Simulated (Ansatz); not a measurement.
CH3F3OSi, SMILES O[Si](F)(F)CF.

Coordinates come from a ωB97X-D3(BJ)/def2-SVP optimisation. This is a generated structure with no PubChem entry under its InChIKey; it may be hypothetical. The values are those of a single conformer.

Two levels are set side by side: PBE/def2-TZVPD (Ansatz, a first-principles code) and PBE0/def2-TZVPD (Ansatz). Energy differences of separate SCF runs at the same geometry; the states with an electron removed or added have multiplicity 2 and 2. Differences are taken from unrounded values.

```csv
quantity,PBE0
vertical ionisation energy (eV),11.92
vertical singlet–triplet gap (eV),7.13
```

### Question
What does PBE give, and how far is it from PBE0? (The exact figures need the calculation; the answer reports its results.)

### Answer

```
quantity                             PBE  PBE minus PBE0
---------------------------------  -----  --------------
vertical ionisation energy (eV)    11.33           -0.59
vertical singlet–triplet gap (eV)   6.57           -0.56
```
